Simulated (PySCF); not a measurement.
## Vibration and rotation of HfH⁺

UHF-CCSD(T) constants of HfH⁺, ³Δ (triplet), unpaired electrons σ ↑, δ ↑ (PySCF, scalar-relativistic core potentials, basis sets Hf def2-TZVPPD with ECP60, H def2-TZVPPD; masses 179.9465 and 1.0078 u):

| Property | Result |
| --- | --- |
| ωe | 1827.0 cm⁻¹ |
| ωexe | 23.6 cm⁻¹ |
| Be | 5.2046 cm⁻¹ |
| αe | 0.104 cm⁻¹ |
| D (centrifugal) | 0.000169 cm⁻¹ |
| De to Hf⁺ (5d1 6s2) + H | 2.52 eV |

Give the vibrational terms G(v) and spacings up to v = 6.

G(v) = ωe(v+½) − ωexe(v+½)².

```json
{"v": "0", "G(v) (cm⁻¹)": "908", "G(v) − G(v−1)": "", "Bv (cm⁻¹)": "5.153"}
{"v": "1", "G(v) (cm⁻¹)": "2687", "G(v) − G(v−1)": "1780", "Bv (cm⁻¹)": "5.049"}
{"v": "2", "G(v) (cm⁻¹)": "4420", "G(v) − G(v−1)": "1733", "Bv (cm⁻¹)": "4.945"}
{"v": "3", "G(v) (cm⁻¹)": "6105", "G(v) − G(v−1)": "1685", "Bv (cm⁻¹)": "4.841"}
{"v": "4", "G(v) (cm⁻¹)": "7744", "G(v) − G(v−1)": "1638", "Bv (cm⁻¹)": "4.737"}
{"v": "5", "G(v) (cm⁻¹)": "9335", "G(v) − G(v−1)": "1591", "Bv (cm⁻¹)": "4.633"}
{"v": "6", "G(v) (cm⁻¹)": "10878", "G(v) − G(v−1)": "1544", "Bv (cm⁻¹)": "4.529"}
```

How well does the Morse estimate ωe²/(4ωexe) reproduce De, and what is D0?

It gives 4.38 eV, 174 % of the computed De. D0 = De − G(0) = 2.52 − 0.11 = 2.41 eV.

Correlated steps freeze no core orbitals. These are scalar-relativistic numbers at best; spin–orbit coupling would shift them, the dissociation energy most. For an ion De counts to the pair picked by the measured ionisation energies or electron affinities, which need not be the lowest pair at this level. With d or f electrons several states lie close, and the lowest PBE0 determinant need not be the measured ground state.
